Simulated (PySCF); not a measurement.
## Electron correlation in V²⁺ (vanadium, charge +2)

[Ar] 3d3, high-spin 4F determinant. All numbers are calculated (PySCF 2.14, the spin-free X2C one-electron Hamiltonian (Gaussian nucleus), in x2c-TZVPPall (6s5p4d2f1g, 64 functions)). Frozen: [Ne]; 11 electrons correlated.

MP2 pair energies summed by pair of shells (mhartree):

| pair | energy | share (%) |
| --- | --- | --- |
| 3p-3d | -103.53 | 37.1 |
| 3p-3p | -102.98 | 36.9 |
| 3s-3p | -32.94 | 11.8 |
| 3d-3d | -17.45 | 6.2 |
| 3s-3d | -16.65 | 6.0 |
| 3s-3s | -5.70 | 2.0 |

Total MP2 correlation energy: -279.25 mhartree.

Same-spin part -84.75 and opposite-spin part -194.50 mhartree; SCS-MP2 scales them by 1/3 and 6/5 to -261.65 mhartree.

This basis was not built for core-valence correlation, so the inner-shell part is incomplete.
